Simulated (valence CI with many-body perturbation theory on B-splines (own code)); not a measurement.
# E1 line list for Sn XX

Calculated by relativistic CI+MBPT: three valence electrons over a frozen Dirac-Fock core [Ar] 3d10, radial functions for each j: 11 s, 11 p, 9 d, 7 f, 5 g, 2 h, 1 i, with the one-electron correlation potential Σ1, the two-electron term Σ2, the three-electron term Σ3, Breit, model QED; selected CI, second order for the rest (own B-spline code, finite nucleus).

No measured spectrum was set against this ion. As an estimate, levels hold to about 250 cm⁻¹ or 0.2 % of their energy and the worst to 1 %, as in measured heavy ions of charge 2 to 7; those with d or f electrons hold less well.

Lines 1 to 50 of 268 in falling wavelength, among levels below 200.52 eV, chosen from the strongest by gf and those to the six lowest levels. Wavelengths and rates use the calculated energies, so an error of 2000 cm⁻¹ moves a line at 415.7 Å by 0.83 % and its rate by three times that or more. Electric multipoles are in the length gauge, E1 and E2 with the static RPA response of the core. Weak lines are less certain than strong ones. Lines between different terms over intervals too small for the method are left out, as are lines whose strength nearly cancels. Where a level lies close to another of its J and parity, the split of strength between their lines is uncertain. The highest levels of a list are the least certain.

Names give the largest LS component (configuration and term), which can be under half, so a name can repeat, a term be missing and a line seem to break the LS rules; names also repeat where a configuration has a term twice. Letters in brackets count levels of one name in rising energy.

```
λ vac (Å)                 Upper                 Lower   A (s⁻¹)  S (a.u.) with core polarisation  S without
    415.7         4s 4p2 4P_1/2        4s2 4p 2P°_3/2  8.55e+07                         6.06e-03   6.62e-03
    375.1     4p2 4d 2F_7/2 [a]  4s 4p 4d 2F°_5/2 [b]  1.08e+09                         2.24e-01   2.46e-01
    340.0         4s 4p2 4P_3/2        4s2 4p 2P°_3/2  2.05e+08                         1.59e-02   1.74e-02
    337.7           4p3 2D°_5/2         4s 4p2 2P_3/2  3.71e+09                         4.23e-01   4.64e-01
    318.7         4p2 4d 4F_9/2  4s 4p 4d 2F°_7/2 [a]  2.39e+09                         3.82e-01   4.19e-01
    312.8         4p2 4d 2G_7/2  4s 4p 4d 2F°_5/2 [b]  2.49e+09                         3.01e-01   3.30e-01
    311.4         4p2 4d 2G_7/2  4s 4p 4d 2F°_7/2 [b]  1.46e+09                         1.74e-01   1.91e-01
    311.0         4s 4p2 4P_5/2        4s2 4p 2P°_3/2  1.62e+09                         1.45e-01   1.58e-01
    307.3       4p3 2P°_3/2 [a]         4s 4p2 2P_1/2  3.88e+09                         2.22e-01   2.43e-01
    304.0         4s 4p2 4P_1/2        4s2 4p 2P°_1/2  1.83e+09                         5.07e-02   5.55e-02
    296.9         4p2 4d 4F_5/2  4s 4p 4d 2F°_5/2 [a]  2.54e+09                         1.97e-01   2.16e-01
    294.3     4p2 4d 2F_5/2 [a]      4s 4p 4d 4D°_5/2  3.40e+09                         2.57e-01   2.82e-01
    288.8     4p2 4d 2P_1/2 [b]  4s 4p 4d 2P°_3/2 [b]  7.48e+09                         1.78e-01   1.95e-01
    287.2         4p2 4d 4F_3/2      4s 4p 4d 4D°_1/2  4.16e+09                         1.95e-01   2.13e-01
    283.7     4p2 4d 2F_7/2 [a]      4s 4p 4d 4D°_7/2  2.34e+09                         2.11e-01   2.31e-01
    283.6         4p2 4d 2P_3/2      4s 4p 4d 4P°_3/2  3.89e+09                         1.75e-01   1.92e-01
    283.1     4p2 4d 2D_3/2 [a]  4s 4p 4d 2P°_1/2 [a]  5.45e+09                         2.44e-01   2.68e-01
    282.2     4p2 4d 2F_5/2 [a]  4s 4p 4d 2D°_3/2 [a]  2.55e+09                         1.70e-01   1.86e-01
    281.4           4p3 2P°_1/2         4s 4p2 2S_1/2  1.22e+10                         2.69e-01   2.94e-01
    280.9     4p2 4d 2F_5/2 [b]  4s 4p 4d 2D°_3/2 [b]  3.11e+09                         2.04e-01   2.25e-01
    278.6         4p2 4d 2D_5/2  4s 4p 4d 2F°_7/2 [b]  5.29e+09                         3.39e-01   3.71e-01
    278.5         4p2 4d 4D_1/2      4s 4p 4d 4P°_1/2  7.11e+09                         1.52e-01   1.66e-01
    278.4       4p3 2P°_3/2 [a]         4s 4p2 2D_3/2  3.69e+09                         1.57e-01   1.72e-01
    276.2  4s 4p 4d 2F°_5/2 [a]         4s2 4d 2D_3/2  3.21e+09                         2.00e-01   2.20e-01
    275.0         4p2 4d 4D_3/2  4s 4p 4d 2D°_5/2 [a]  6.35e+09                         2.61e-01   2.85e-01
    274.8         4p2 4d 4D_5/2  4s 4p 4d 2D°_5/2 [a]  4.37e+09                         2.68e-01   2.94e-01
    273.0     4p2 4d 2F_7/2 [b]  4s 4p 4d 2D°_5/2 [b]  3.54e+09                         2.85e-01   3.13e-01
    269.6         4p2 4d 2G_9/2  4s 4p 4d 2F°_7/2 [b]  5.92e+09                         5.72e-01   6.27e-01
    268.3         4s 4p2 2D_3/2        4s2 4p 2P°_3/2  7.42e+08                         2.83e-02   3.09e-02
    266.1     4p2 4d 2F_7/2 [a]  4s 4p 4d 2F°_5/2 [a]  3.09e+09                         2.30e-01   2.53e-01
    265.9         4p2 4d 4F_9/2      4s 4p 4d 4D°_7/2  3.59e+09                         3.33e-01   3.65e-01
    265.2         4p2 4d 4F_5/2      4s 4p 4d 4D°_3/2  5.43e+09                         3.00e-01   3.29e-01
    261.8           4p3 4S°_3/2         4s 4p2 2D_5/2  7.61e+09                         2.70e-01   2.95e-01
    261.4         4s 4p2 4P_3/2        4s2 4p 2P°_1/2  4.26e+07                         1.50e-03   1.64e-03
    260.2         4p2 4d 4F_5/2      4s 4p 4d 4P°_5/2  3.20e+09                         1.67e-01   1.83e-01
    258.6         4p2 4d 4D_7/2  4s 4p 4d 2F°_7/2 [a]  3.31e+09                         2.26e-01   2.48e-01
    258.6         4p2 4d 2D_5/2  4s 4p 4d 2P°_3/2 [a]  4.13e+09                         2.12e-01   2.33e-01
    258.3           4p3 2D°_5/2         4s 4p2 2D_5/2  1.05e+10                         5.36e-01   5.87e-01
    258.3           4p3 4S°_3/2         4s 4p2 2P_1/2  5.21e+09                         1.77e-01   1.94e-01
    254.9  4s 4p 4d 2D°_5/2 [a]         4s2 4d 2D_5/2  3.07e+09                         1.50e-01   1.65e-01
    254.4         4p2 4d 2G_9/2  4s 4p 4d 2F°_7/2 [a]  5.35e+09                         4.34e-01   4.77e-01
    254.2         4p2 4d 4F_7/2      4s 4p 4d 4F°_9/2  1.19e+10                         7.71e-01   8.43e-01
    251.9     4p2 4d 2F_5/2 [b]  4s 4p 4d 2F°_5/2 [b]  3.20e+09                         1.52e-01   1.66e-01
    251.7         4p2 4d 4F_5/2      4s 4p 4d 4F°_7/2  1.38e+10                         6.51e-01   7.11e-01
    250.2         4p2 4d 4F_3/2      4s 4p 4d 4F°_5/2  1.26e+10                         3.88e-01   4.24e-01
    246.3         4p2 4d 2G_7/2      4s 4p 4d 4D°_5/2  2.62e+09                         1.55e-01   1.70e-01
    246.0         4s 4p2 2P_1/2        4s2 4p 2P°_3/2  2.98e+09                         4.38e-02   4.79e-02
    245.9       4p3 2P°_3/2 [b]         4s 4p2 2P_3/2  1.85e+10                         5.43e-01   5.94e-01
    245.4         4p2 4d 4F_9/2      4s 4p 4d 4F°_9/2  1.17e+10                         8.55e-01   9.35e-01
    243.7       4p3 2P°_3/2 [a]         4s 4p2 4P_5/2  1.98e+10                         5.66e-01   6.19e-01
```
